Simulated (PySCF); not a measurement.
PySCF input (BP86/6-31G* (5d)):

```python
from pyscf import gto, dft

mol = gto.M(
    atom='''
    Si   -0.00516600    0.00120900    0.00336700
    O     1.38196900   -0.56400300   -0.38810600
    F    -0.70509900   -0.24961000    1.34259800
    F    -0.73755000    0.87443300   -1.01424800
    H     2.00041200   -1.12830800    0.10256600
    ''',
    basis='6-31g*',
    charge=1,
    spin=0,
    verbose=4,
)

mf = dft.RKS(mol, xc='bp86')
mf.grids.level = 3
mf.conv_tol = 1e-9
mf.max_cycle = 100
mf.max_memory = 1500
mf.kernel()
if not mf.converged:
    mf = mf.newton()
    mf.kernel(mf.make_rdm1())
mf.dip_moment()
```

From the output:

```
SCF max_cycles = 100
direct_scf = True
direct_scf_tol = 1e-13
XC library pyscf.dft.libxc version 7.1.2
    S. Lehtola, C. Steigemann, M. J. T. Oliveira, and M. A. L. Marques,  SoftwareX 7, 1–5 (2018)
XC functionals = bp86
    A. D. Becke,  Phys. Rev. A 38, 3098 (1988)
    J. P. Perdew,  Phys. Rev. B 33, 8822 (1986)
    J. P. Perdew,  Phys. Rev. B 34, 7406–7406 (1986)
radial grids:
    Treutler-Ahlrichs [JCP 102, 346 (1995); DOI:10.1063/1.469408] (M4) radial grids

becke partition: Becke, JCP 88, 2547 (1988); DOI:10.1063/1.454033
pruning grids: <function nwchem_prune>
grids dens level: 3
symmetrized grids: False
atomic radii adjust function: <function treutler_atomic_radii_adjust>
small_rho_cutoff = 0
Set gradient conv threshold to 3.16228e-05
Initial guess from minao.
tot grids = 71600
init E= -565.648322013681
  HOMO = -0.45764307123506  LUMO = -0.127347758513278  gap/eV = 8.98779
cycle= 1 E= -564.591849494756  delta_E= 1.06  |g|= 1.04  |ddm|= 2.35
  HOMO = -0.465984564833589  LUMO = -0.333666389017456  gap/eV = 3.60056
cycle= 2 E= -563.84052796233  delta_E= 0.751  |g|= 2.24  |ddm|= 2.21
  HOMO = -0.617714907489066  LUMO = -0.346073952485546  gap/eV = 7.39173
cycle= 3 E= -564.786638799638  delta_E= -0.946  |g|= 0.221  |ddm|= 1.59
  HOMO = -0.597271311037354  LUMO = -0.349757483720312  gap/eV = 6.73519
cycle= 4 E= -564.793642665761  delta_E= -0.007  |g|= 0.14  |ddm|= 0.237
  HOMO = -0.603909130597355  LUMO = -0.352293677318632  gap/eV = 6.84681
cycle= 5 E= -564.796949630696  delta_E= -0.00331  |g|= 0.0147  |ddm|= 0.0782
  HOMO = -0.603876939108876  LUMO = -0.351102036725544  gap/eV = 6.87836
cycle= 6 E= -564.79700316944  delta_E= -5.35e-05  |g|= 0.0042  |ddm|= 0.0148
  HOMO = -0.604311531136753  LUMO = -0.351318893028122  gap/eV = 6.88428
cycle= 7 E= -564.797005265145  delta_E= -2.1e-06  |g|= 0.0027  |ddm|= 0.00339
  HOMO = -0.604488356733754  LUMO = -0.3513487088828  gap/eV = 6.88828
cycle= 8 E= -564.79700649504  delta_E= -1.23e-06  |g|= 0.000399  |ddm|= 0.00167
  HOMO = -0.604470203816449  LUMO = -0.351317826574672  gap/eV = 6.88863
cycle= 9 E= -564.797006527066  delta_E= -3.2e-08  |g|= 3.9e-05  |ddm|= 0.00034
  HOMO = -0.604470196312409  LUMO = -0.351320262744937  gap/eV = 6.88856
cycle= 10 E= -564.797006527328  delta_E= -2.61e-10  |g|= 9.27e-06  |ddm|= 3.45e-05
  HOMO = -0.604470869700577  LUMO = -0.351319612333251  gap/eV = 6.88860
Extra cycle  E= -564.797006527287  delta_E= 4.07e-11  |g|= 1.85e-05  |ddm|= 1.79e-05
converged SCF energy = -564.797006527287

WARN: System has nonzero charge 1; the dipole moment is origin-dependent.
Location of origin: [0. 0. 0.]

Dipole moment(X, Y, Z, Debye):  2.22279, -1.58295,  0.81515
```

The dipole moment of an ion depends on the origin.

The geometry given is a B3LYP-D3(BJ)/def2-TZVP minimum.
